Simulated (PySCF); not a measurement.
Cartesian coordinates (Å):
```xyz
2

Se     0.7421     0.0000     0.0000
H     -0.7421     0.0000     0.0000
```
Charge 0, spin multiplicity 2.

**Question.** What is the computed total energy, dipole moment and highest occupied spin orbital (PySCF with PBE-D3(BJ)/def2-TZVP)?

**Answer.** 
The total energy is -2401.7501 Ha, the dipole moment is 0.55 D and the highest occupied spin orbital comes out as -5.80 eV.
